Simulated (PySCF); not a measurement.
CH5AlBrN, SMILES [CH3][Al]([NH2])[Br].

Coordinates come from a TPSSh-D3(BJ)/def2-SVP optimisation. The structure was generated by enumeration; whether it is a known compound was not checked. The values are those of a single conformer.

Calculation: IEF-PCM-M06-2X/def2-SVP (PySCF).

The values are the electrostatic part of the solvation free energy, E(continuum) − E(gas) at the gas-phase geometry, in a cavity of scaled van der Waals radii (PySCF's table); cavitation and dispersion terms are not included. A continuum can't describe solvent molecules that bind to the metal. In vacuum the orbital gap is 9.49 eV. The dipole moment in vacuum is 2.64 D.

| solvent | ε | ΔG(elec) (kcal/mol) | dipole (D) | gap (eV) |
|---|---|---|---|---|
| water | 78.36 | -5.1 | 3.31 | 9.61 |
| ethylethanoate | 5.99 | -3.9 | 3.16 | 9.58 |
| n-hexane | 1.88 | … | … | … |

Problem. Complete the blanks. (Estimate from the structure and the level; the computed values follow.)

Solution. 
- n-hexane, ΔG(elec) (kcal/mol): -1.8
- n-hexane, dipole (D): 2.89
- n-hexane, gap (eV): 9.53
